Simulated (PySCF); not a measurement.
CH8FNOSi2. Atoms are numbered in the order given.

```xyz
14

N      2.3355    -0.4867    -1.5429
Si     0.8692    -1.0200    -0.7690
Si    -0.1216     0.6578     0.5396
O     -0.0366     2.0684    -0.3714
C     -1.9281     0.1754     0.9096
F     -1.8903    -1.1193     1.4084
H      2.3203     0.4192    -2.0015
H      3.2035    -0.6003    -1.0309
H     -0.1366    -1.4400    -1.7968
H      1.2137    -2.2017     0.0777
H      0.5703     0.8618     1.8575
H     -0.1454     2.8959     0.1061
H     -2.4262     0.8275     1.6489
H     -2.5397     0.1889    -0.0101
```

Coordinates come from a PBE0-D3(BJ)/def2-SVP optimisation. The structure was generated by enumeration; whether it is a known compound was not checked. The values are those of a single conformer.

All values below come from PBE/pcSseg-1 (PySCF).

GIAO shieldings, no solvent; atoms listed in one row are averaged. δ = σ(ref) − σ: ¹⁵N against NH3 (σ = 267.0 ppm); ²⁹Si against TMS (σ = 335.4 ppm); ¹⁷O against H2O (σ = 334.3 ppm); ¹³C against TMS (σ = 182.0 ppm); ¹⁹F against CFCl3 (σ = 133.6 ppm); ¹H against TMS (σ = 31.49 ppm), references at their B3LYP-D3(BJ)/def2-TZVP geometries, non-relativistic.

```tsv
nucleus	atoms	count	δ (ppm)
¹⁵N	N1	1	-5.4
²⁹Si	Si3	1	-11.9
²⁹Si	Si2	1	-49.0
¹⁷O	O4	1	15.3
¹³C	C5	1	81.8
¹⁹F	F6	1	-334.7
¹H	H11	1	5.56
¹H	H9	1	5.46
¹H	H10	1	5.31
¹H	H13	1	5.07
¹H	H14	1	4.90
¹H	H12	1	0.75
¹H	H7	1	-0.09
¹H	H8	1	-0.28
```
